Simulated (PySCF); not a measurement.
Gas-phase reaction: 2 InF3 + 3 Cl2 = 2 InCl3 + 3 F2

Method: PySCF energies plus ideal-gas RRHO corrections (1 bar). † marks an energy on the PBE0/def2-TZVP geometry and frequencies. CCSD(T) freezes the core. All species are closed-shell singlets. B3LYP is the form with VWN-RPA correlation. In: scalar-relativistic def2 core potential, no spin-orbit coupling. CCSD(T) isn't extrapolated to the basis-set limit; its ΔH°(298 K) is 594.0 kJ in def2-SVP and 683.3 kJ in def2-TZVPP. The harmonic model lacks anharmonicity and excited electronic states, which grow with temperature; levels with a mode under 35 cm⁻¹ are left out. Soft modes under 120 cm⁻¹ make the harmonic entropy rough for InCl3.

| level | ΔE electronic, kJ | ΔH°(298 K), kJ | ΔS°(298 K), J/K | ΔG°(1800 K), kJ |
|---|---|---|---|---|
| B3LYP/def2-TZVP† | 722 | 724 | -1 | 726 |
| BLYP/def2-TZVP† | 719 | 721 | -1 | 723 |
| CCSD(T)/def2-SVP† | 592 | 594 | -1 | 596 |
| CCSD(T)/def2-TZVPP† | 681 | 683 | -1 | 685 |
| M06-2X/def2-TZVP† | 737 | 739 | -1 | 741 |
| PBE0/def2-QZVP† | 722 | 725 | -1 | 726 |
| PBE0/def2-SVP† | 563 | 565 | -1 | 567 |
| LDA/def2-TZVP† | 706 | 708 | -1 | 710 |
| ωB97M-V/def2-TZVP† | 705 | 707 | -1 | 709 |
ΔH° is lowest at PBE0/def2-SVP† and highest at M06-2X/def2-TZVP†. No reference value is set beside these.
